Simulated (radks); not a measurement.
Results of a calculation; reference values are marked as such.
Problem. All-electron atom: Rh39+ in [He] 2s2 2p2. Code: a radial shooting solver on a logarithmic mesh with Libxc functionals. Model: Dirac Kohn-Sham, PBE, spin-unpolarised, spherical densities, finite nucleus; open shells fill j = l - 1/2 first; Fermi nuclear charge, rms radius 4.4945 fm. Some entries of the table are withheld. Estimate them.

| orbital | occ. | eigenvalue (eV) | <r^2> (bohr^2) |
|---|---|---|---|
| 1s1/2 | 2 | (1) | (2) |
| 2s1/2 | 2 | -6008.180 | 0.02129 |
| 2p1/2 | 2 | -5860.468 | (3) |
| 2p3/2 | 0 | -5695.242 | (4) |
| 3s1/2 | 0 | -2544.302 | 0.1123 |
| 3p1/2 | 0 | -2495.850 | 0.1006 |
| 3p3/2 | 0 | -2449.603 | 0.1047 |

Solution. 
(1) 1s1/2 eigenvalue (eV): -26166.93
(2) 1s1/2 <r^2> (bohr^2): 0.001427
(3) 2p1/2 <r^2> (bohr^2): 0.01556
(4) 2p3/2 <r^2> (bohr^2): 0.01665
